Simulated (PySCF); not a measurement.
Gas-phase reaction: 2 SbCl3 ⇌ Sb2 + 6 Cl

Computed with PySCF and rigid-rotor harmonic-oscillator thermochemistry at 1 bar. † marks an energy on the PBE0/def2-TZVP geometry and frequencies. CCSD(T) freezes the core. Open shells (unrestricted): Cl (multiplicity 2); the rest are closed-shell singlets. Spin-orbit splitting is ignored; it lowers the true energy and changes the entropy of Cl. B3LYP is the form with VWN-RPA correlation. Sb: scalar-relativistic def2 core potential, no spin-orbit coupling. CCSD(T) isn't extrapolated to the basis-set limit.

r2SCAN/def2-TZVP† gives ΔH°(298 K) = 1680 kJ.

### Question
What do B3LYP/def2-TZVP†, ωB97X-V/def2-TZVP†, CCSD(T)/def2-TZVPP† give?

### Answer
B3LYP/def2-TZVP†: 1563 kJ; ωB97X-V/def2-TZVP†: 1679 kJ; CCSD(T)/def2-TZVPP†: 1520 kJ. For scale, ΔH°(298 K) is 1680 kJ at this level, 1686 kJ at ωB97M-V/def2-TZVP†, and runs from 1158 to 1957 kJ over the 17 levels computed.
